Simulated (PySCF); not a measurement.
**The Ru–F bond energy of RuF₃⁺**

These are results of PBE0 in PySCF with Ru def2-TZVP with ECP28, F def2-TZVP; scalar-relativistic core potentials, no spin–orbit coupling; density-fitted integrals, not measurements.

Each entry is the lowest minimum that a search over a few typed start shapes (and spin states, where more than one is plausible) found, or that minimum re-optimised at the stated level; isomers with ligand–ligand bonds, or fragments after loss of a ligand pair, can lie lower.

Total energies (Eh), which compare only within these settings: F atom -99.67618.

```
species  2S+1  group      E (Eh)  ZPE (kJ/mol)
  RuF₂⁺     4    D∞h  -294.10342          11.0
  RuF₃⁺     5    C2v  -393.88776          16.9
```

Problem. What are De and D0 for RuF₃⁺ → RuF₂⁺ + F?

Solution. De = [(-294.10342) + (-99.67618) − (-393.88776)] × 2625.5 = 284 kJ/mol. The zero-point energy changes by -5.9 kJ/mol, so D0 = 278 kJ/mol.

Atoms and open shells are unrestricted, without spin–orbit or basis-set superposition corrections.

One determinant describes each species, so states of open d or f shells may be missed.
